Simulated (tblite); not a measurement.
Parent: `[CH:1]#[C:2][C:3]1=[CH:4][SiH2:5][C@@H:6]1[CH3:7]`, C6H8Si.

The geometries are computed with GFN2-xTB (gas phase). One conformer each, not checked by frequencies here.

```json
{"coordinate of the parent": "C1≡C2", "value": "1.203 Å"}
{"coordinate of the parent": "C2–C3", "value": "1.401 Å"}
{"coordinate of the parent": "C3=C4", "value": "1.348 Å"}
{"coordinate of the parent": "C4–Si5", "value": "1.882 Å"}
{"coordinate of the parent": "Si5–C6", "value": "1.938 Å"}
{"coordinate of the parent": "C6–C7", "value": "1.521 Å"}
{"coordinate of the parent": "C3–C6", "value": "1.518 Å"}
{"coordinate of the parent": "C1–C2–C3", "value": "178.0°"}
{"coordinate of the parent": "C2–C3–C4", "value": "130.1°"}
{"coordinate of the parent": "C2–C3–C6", "value": "124.7°"}
{"coordinate of the parent": "C4–C3–C6", "value": "105.1°"}
{"coordinate of the parent": "C3–C4–Si5", "value": "94.5°"}
{"coordinate of the parent": "C4–Si5–C6", "value": "73.2°"}
{"coordinate of the parent": "Si5–C6–C7", "value": "118.8°"}
{"coordinate of the parent": "C3–C6–Si5", "value": "87.1°"}
{"coordinate of the parent": "C3–C6–C7", "value": "113.6°"}
```

Q: How does the shared frame change in `[CH3:1][C@@H:2]1[SiH2:3][CH:4]=[C:5]1[C:6]#[C:7][CH2:8][SiH3:9]`, C7H12Si2? Atoms pair as C1 = C7, C2 = C6, C3 = C5, C4 = C4, Si5 = Si3, C6 = C2, C7 = C1 (parent first).

A: 
```csv
parent,relative,value in the relative,change
C1≡C2,C7≡C6,1.207 Å,+0.004
C2–C3,C6–C5,1.397 Å,-0.004
C3=C4,C5=C4,1.350 Å,+0.002
C4–Si5,C4–Si3,1.878 Å,-0.004
Si5–C6,Si3–C2,1.936 Å,-0.002
C6–C7,C2–C1,1.521 Å,0.000
C3–C6,C5–C2,1.519 Å,+0.001
C1–C2–C3,C7–C6–C5,175.8°,-2.2
C2–C3–C4,C6–C5–C4,131.2°,+1.1
C2–C3–C6,C6–C5–C2,123.8°,-0.9
C4–C3–C6,C4–C5–C2,105.0°,-0.1
C3–C4–Si5,C5–C4–Si3,94.6°,+0.1
C4–Si5–C6,C4–Si3–C2,73.3°,+0.1
Si5–C6–C7,Si3–C2–C1,119.0°,+0.2
C3–C6–Si5,C5–C2–Si3,87.1°,0.0
C3–C6–C7,C5–C2–C1,113.4°,-0.2
```

Of the parent's bonds, C1–C2, C2–C3 and C4–Si5 change most and about equally (-0.004 to +0.004 Å). Bonds of the relative outside the shared frame: C7–C8 1.437, C8–Si9 1.915 Å. Point group C1 → C1.
